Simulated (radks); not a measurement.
All-electron atom: Er in [Xe] 4f12 6s2.

All-electron calculation, Dirac Kohn-Sham, PBEsol, spin-unpolarised, spherical densities, point nucleus; open shells fill j = l - 1/2 first. Program: a radial shooting solver on a logarithmic mesh with Libxc functionals.

Energy parts (hartree):
part                       energy
total                 -13095.5521
kinetic                14456.1072
electron-nucleus      -32410.4871
Hartree                 5133.8699
exchange-correlation    -275.0422

Orbitals (lengths in bohr, moments of r in powers of bohr; <r^-3> diverges for s and p1/2):
orbital  occ.  eigenvalue (hartree)  <r^-3>       <r^4>   <1/r>      <r>
1s1/2       2             -2105.226       -   8.649e-07   77.57  0.02037
2s1/2       2             -353.4714       -   0.0001339   18.65  0.08591
2p1/2       2             -336.6814       -  0.00008194   18.62  0.07148
2p3/2       4             -303.0050   12190   0.0001118   16.15  0.07876
3s1/2       2             -79.18381       -    0.005083   6.824   0.2250
3p1/2       2             -71.81844       -    0.004562   6.740   0.2147
3p3/2       4             -64.74649    2656    0.005751   6.108   0.2284
3d3/2       4             -52.14855   452.3    0.004043   5.994   0.2013
3d5/2       6             -50.60256   395.4    0.004342   5.840   0.2055
4s1/2       2             -15.60686       -      0.1241   2.856   0.5082
4p1/2       2             -12.66527       -      0.1394   2.747   0.5172
4p3/2       4             -11.07134   598.8      0.1765   2.527   0.5488
4d3/2       4              -6.23109   87.27      0.2461   2.306   0.5775
4d5/2       6              -5.94150   74.92      0.2659   2.252   0.5887
4f5/2       6              -0.13700   10.86       3.640   1.658   0.8213
4f7/2       6              -0.09726   10.32       4.772   1.626   0.8459
5s1/2       2              -1.90331       -       4.736   1.065    1.254
5p1/2       2              -1.11106       -       8.428  0.9307    1.419
5p3/2       4              -0.91382   72.22       11.68  0.8514    1.534
5d3/2       0              -0.03866   2.267       661.0  0.4036    3.486
5d5/2       0              -0.03171   1.754       873.4  0.3794    3.721
6s1/2       2              -0.14152       -       538.1  0.3133    4.001
6p1/2       0              -0.04731       -        2186  0.2260    5.521
6p3/2       0              -0.03849   3.275        2995  0.2092    5.964

The highest occupied level is 4f7/2 at -2.646 eV. For comparison, the ionisation energy in NIST's Atomic Spectra Database is 6.108 eV (measured). In exact Kohn-Sham theory the highest level is minus the ionisation energy, but local and semilocal functionals leave it too shallow, through self-interaction and a potential that decays too fast; potentials with the right tail come closer. The density falls to 0.001 e/bohr^3 at r = 5.10 bohr. Summed over all electrons, <r^2> = 74.76 bohr^2, which gives a Langevin (diamagnetic) susceptibility term of -59.2 x 10^-6 cm^3/mol.

Beside tabulated values, note that spin-unpolarised runs miss the spin-polarisation part of the exchange energy of open shells.
